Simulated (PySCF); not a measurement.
PySCF 2.14 output of a UHF calculation on a single atom or ion in aug-cc-pVDZ-PP with ECP60MDF (5s5p4d2f, 54 functions), with a scalar-relativistic core potential:

```
SCF conv_tol = 1e-09
number electrons alpha = 8  beta = 4
cycle= 1 E= -56.5285716271667  delta_E= -0.00355  |g|= 0.0152  |ddm|= 0.048
cycle= 2 E= -56.5286644954401  delta_E= -9.29e-05  |g|= 0.00255  |ddm|= 0.00828
cycle= 3 E= -56.5286674532842  delta_E= -2.96e-06  |g|= 0.000144  |ddm|= 0.0048
cycle= 4 E= -56.5286674855583  delta_E= -3.23e-08  |g|= 3.6e-05  |ddm|= 0.000704
cycle= 5 E= -56.5286674872856  delta_E= -1.73e-09  |g|= 5.48e-06  |ddm|= 0.000303
cycle= 6 E= -56.5286674873303  delta_E= -4.48e-11  |g|= 4.36e-07  |ddm|= 3.59e-05
converged SCF energy = -56.5286674873303  <S^2> = 6.0048888  2S+1 = 5.0019552
```

The run itself started from symmetry-adapted Hartree-Fock orbitals and held the occupation by maximum overlap, so the iterations belong to that start.

Question: Which element, charge and spin multiplicity is this?

Answer: Ta⁺ (tantalum, charge +1), multiplicity 5; the state was [Xe] 4f14 5d3 6s1, high-spin 5F determinant.

Energies and moments cover only the electrons outside the core potential. Spin-orbit coupling, absent here, splits the open shell strongly.
